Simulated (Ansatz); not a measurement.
Frontier orbitals of C2H3BrO2 (`O=CC(O)Br`).

Z-matrix (Å, degrees):
```
C
C 1 1.508
Br 1 2.018 2 99.9
O 1 1.343 2 112.8 3 121.4
H 1 1.088 2 114.7 3 -108.9
O 2 1.201 1 119.9 3 -112.2
H 2 1.102 1 116.9 3 66.0
H 4 0.973 1 106.6 2 -19.9
```

Total charge 0; spin multiplicity 1. Correlated methods include outer-core shells of Br, which these sets cover unevenly. Scalar relativity is left out up to krypton. The geometry is a stationary point of PBE0-D4/def2-TZVP. It is one conformer, not always the lowest. Basis def2-TZVPP, Ansatz.

Orbital energies of one run (eV). Highest occupied ones, from the top: -10.64, -10.88, -11.11, -11.76, -13.83, -14.34, -15.55, -16.24, -17.36, -18.58, -20.49, -22.93, -25.78, -32.83. Empty: 0.30, 2.41, 3.36, 3.57, 4.30, 5.47.

(1) Which functional gave them?
A. r2SCANh
B. B97M-V
C. CAM-B3LYP
D. ωB97X-V

Answers

(1) D. HOMO energies: ωB97X-V -10.64, CAM-B3LYP -9.64, B97M-V -7.23, r2SCANh -7.66 eV.
